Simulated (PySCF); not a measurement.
## Magnetic susceptibility: `InChI=1S/C4H11BrSi2/c1-2-4(6)3-7-5/h2H,3,7H2,1,6H3/b4-2-`

Geometry:
| atom | x (Å) | y (Å) | z (Å) |
| --- | --- | --- | --- |
| C1 | -1.998 | 1.525 | 0.278 |
| C2 | -0.788 | 0.843 | 0.814 |
| C3 | -0.247 | -0.281 | 0.349 |
| Si4 | -0.934 | -1.244 | -1.124 |
| C5 | 1.015 | -0.810 | 0.976 |
| Si6 | 2.538 | -0.264 | -0.013 |
| Br7 | 2.539 | 1.953 | -0.059 |
| H8 | -1.736 | 2.534 | -0.041 |
| H9 | -2.755 | 1.614 | 1.057 |
| H10 | -2.420 | 0.986 | -0.566 |
| H11 | -0.332 | 1.350 | 1.660 |
| H12 | -0.874 | -0.435 | -2.345 |
| H13 | -0.088 | -2.431 | -1.311 |
| H14 | -2.305 | -1.684 | -0.857 |
| H15 | 0.994 | -1.900 | 1.017 |
| H16 | 1.106 | -0.449 | 2.005 |
| H17 | 3.788 | -0.630 | 0.641 |
| H18 | 2.487 | -0.670 | -1.410 |

Method used: PySCF 2.14.0, GIAO HF/pcSseg-1 magnetisability, rotational g tensor and spin-rotation constants, non-relativistic, gas phase. Geometry: GFN2-xTB.

The calculation is non-relativistic, which matters for the atoms heavier than Zn.

How diamagnetic is it, and how anisotropic?

Isotropic -1764 × 10⁻³⁰ J/T², or -106.2 × 10⁻⁶ cm³/mol; principal values -1822, -1761, -1708 × 10⁻³⁰ J/T², anisotropy 99 × 10⁻³⁰ J/T² (root of half the summed squared differences of the principal values). The susceptibility is in cgs units.

Split it along the inertial axes a, b, c into diamagnetic and paramagnetic parts about the centre of mass, with the quadrupole moment.


```csv
axis,χ (10⁻⁶ cm³/mol),diamagnetic (10⁻⁶ cm³/mol),paramagnetic (10⁻⁶ cm³/mol),summed x² of all electrons (Å²),quadrupole Θ (D Å)
a,-106.6,-889.5,782.9,374.9,-6.99
b,-104.7,-1840.6,1735.9,150.7,+7.09
c,-107.3,-2230.2,2122.9,58.9,-0.11
```
Anisotropies 2χaa − χbb − χcc = -1.1 and 2χbb − χaa − χcc = +4.4 × 10⁻⁶ cm³/mol. Θ is traceless in Buckingham's convention.

And the rotational g tensor?


```
axis  rotational constant (GHz)        g  nuclear part  electronic part
   a                     1.6800  -0.0167        0.6012          -0.6179
   b                     0.6632  -0.0097        0.5311          -0.5409
   c                     0.5469  -0.0063        0.5391          -0.5454
```
Asymmetric top; isotopes 79Br, 12C, 1H, 28Si; no vibrational averaging.
